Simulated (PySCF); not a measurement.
C₃H₆AlGeN.
SMILES: `[N+]1[AlH2-][CH]=[CH][GeH2][C]#1`

Computed, not measured: PBE0-D3(BJ)/def2-SVP geometry optimisation, gas phase in PySCF 2.14.0.

Masses are those of the commonest isotopes; rigid-rotor values at the optimised geometry. 

Question: Give the principal moments of inertia and the rotational constants in cm⁻¹.

Answer: Ia = 129.26, Ib = 393.02, Ic = 508.12 u·Å²; 505379 MHz·u·Å²/I gives 3910, 1286 and 994.6 MHz, that is A = 0.13042, B = 0.04289, C = 0.03318 cm⁻¹.

Question: Classify the top.

Answer: An asymmetric top. Ray's parameter κ = (2B − A − C)/(A − C) = -0.800; −1 is the prolate and +1 the oblate limit.

Question: What does the inertial defect say?

Answer: Not planar: Δ = Ic − Ia − Ib = -14.15 u·Å². For a rigid frame Δ = −2 Σ m c², so Σ m c² = 7.08 u·Å² lies off the ab plane, practically all of it from hydrogen. The atom farthest from that plane is 1.39 Å away.

Question: Give the other two planar moments, Paa and Pbb, and the rms extents of the mass along the axes.

Answer: Paa = Σ m a² = (Ib + Ic − Ia)/2 = 385.94 and Pbb = Σ m b² = (Ia + Ic − Ib)/2 = 122.18 u·Å². With the mass M = 156.95 u, the rms extents √(P/M) along a, b and c are 1.57, 0.88, 0.21 Å.

Question: Give the coordinates in the principal-axis frame, origin at the centre of mass.

Answer: The sense of each axis is arbitrary; atoms in the order of the calculation.
```json
{"atom": "C1", "mass (u)": "12.000", "a (Å)": "-0.076", "b (Å)": "-1.367", "c (Å)": "0.002"}
{"atom": "N2", "mass (u)": "14.003", "a (Å)": "-1.225", "b (Å)": "-1.534", "c (Å)": "0.001"}
{"atom": "Al3", "mass (u)": "26.982", "a (Å)": "-2.551", "b (Å)": "0.048", "c (Å)": "-0.001"}
{"atom": "C4", "mass (u)": "12.000", "a (Å)": "-1.134", "b (Å)": "1.489", "c (Å)": "0.003"}
{"atom": "C5", "mass (u)": "12.000", "a (Å)": "0.209", "b (Å)": "1.510", "c (Å)": "0.001"}
{"atom": "Ge6", "mass (u)": "73.921", "a (Å)": "1.367", "b (Å)": "-0.049", "c (Å)": "0.000"}
{"atom": "H7", "mass (u)": "1.008", "a (Å)": "-3.322", "b (Å)": "-0.083", "c (Å)": "-1.392"}
{"atom": "H8", "mass (u)": "1.008", "a (Å)": "-3.335", "b (Å)": "-0.096", "c (Å)": "1.381"}
{"atom": "H9", "mass (u)": "1.008", "a (Å)": "-1.570", "b (Å)": "2.506", "c (Å)": "0.000"}
{"atom": "H10", "mass (u)": "1.008", "a (Å)": "0.773", "b (Å)": "2.456", "c (Å)": "-0.004"}
{"atom": "H11", "mass (u)": "1.008", "a (Å)": "2.209", "b (Å)": "-0.299", "c (Å)": "1.258"}
{"atom": "H12", "mass (u)": "1.008", "a (Å)": "2.202", "b (Å)": "-0.298", "c (Å)": "-1.264"}
```

Question: Where do the levels up to J = 4 lie, in MHz?

Answer: Above 0(0,0):
J = 1: 1(0,1) 2281, 1(1,1) 4905, 1(1,0) 5196
J = 2: 2(0,2) 6819, 2(1,2) 9174, 2(1,1) 10048, 2(2,1) 17920, 2(2,0) 17943
J = 3: 3(0,3) 13569, 3(1,3) 15565, 3(1,2) 17312, 3(2,2) 24762, 3(2,1) 24875, 3(3,1) 38624, 3(3,0) 38625
J = 4: 4(0,4) 22470, 4(1,4) 24062, 4(1,3) 26967, 4(2,3) 33866, 4(2,2) 34201, 4(3,2) 47788, 4(3,1) 47796, 4(4,1) 67138, 4(4,0) 67138

Question: Predict some low-J microwave lines.

Answer: The dipole components are |μa| = 4.97 D, |μb| = 0.68 D, |μc| = 0.00 D; the mirror of this Cs structure is the ab plane, so μc vanishes by symmetry and there are no c-type lines. Intensities carry the squares of the components, which stand as 1.00 : 0.02 (a : b). Some lines, for components of 0.1 D or more:

| type | branch | J(Ka,Kc) | MHz | lower level (cm⁻¹) |
| --- | --- | --- | --- | --- |
| a | Q | 2(1,1) ← 2(1,2) | 874 | 0.306 |
| b | R | 2(0,2) ← 1(1,1) | 1914 | 0.164 |
| a | R | 1(0,1) ← 0(0,0) | 2281 | 0.000 |
| b | Q | 1(1,0) ← 1(0,1) | 2915 | 0.076 |
| a | R | 2(1,1) ← 1(1,0) | 4852 | 0.173 |
| b | R | 1(1,1) ← 0(0,0) | 4905 | 0.000 |
| b | R | 2(1,2) ← 1(0,1) | 6894 | 0.076 |
| b | Q | 2(2,0) ← 2(1,1) | 7895 | 0.335 |
| b | Q | 2(2,1) ← 2(1,2) | 8746 | 0.306 |
| b | R | 2(2,1) ← 1(1,0) | 12724 | 0.173 |
| b | R | 2(2,0) ← 1(1,1) | 13039 | 0.164 |

Question: Estimate the classical rotational partition function at 10 K, 298.15 K and 500 K.

Answer: Point group Cs, symmetry number σ = 1; q = (√π/σ)·√((kT/h)³/(ABC)), k/h = 20836.6 MHz/K: 2380 at 10 K, 388000 at 298.15 K, 843000 at 500 K.

Whether it is a minimum is left open (no frequencies). Constants of a rigid frame at the computed geometry: no zero-point averaging, no centrifugal distortion. Quadrupole hyperfine structure (14N, 27Al) is left out.
